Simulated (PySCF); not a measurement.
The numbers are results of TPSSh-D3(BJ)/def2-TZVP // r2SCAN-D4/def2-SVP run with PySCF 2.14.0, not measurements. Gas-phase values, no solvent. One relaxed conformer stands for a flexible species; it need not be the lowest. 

Reference species: [Cd(NH2)(H)] (neutral, multiplicity 1).

```json
{
  "LUMO": "-0.64 eV",
  "HOMO": "-5.86 eV",
  "HOMO–LUMO gap": "5.21 eV",
  "coordination_number": "2"
}
```

Changed species: [Cd(NH2)2] (0 of 2 NH2 replaced by H; the reference has 1 of 2 NH2 replaced by H).

Give the shifts of the LUMO, HOMO, HOMO–LUMO gap and coordination number.

the LUMO falls by 0.28 eV, to -0.92 eV; the HOMO drops by 0.05 eV, to -5.91 eV; the HOMO–LUMO gap decreases by 0.23 eV, to 4.98 eV; the coordination number is nearly the same.
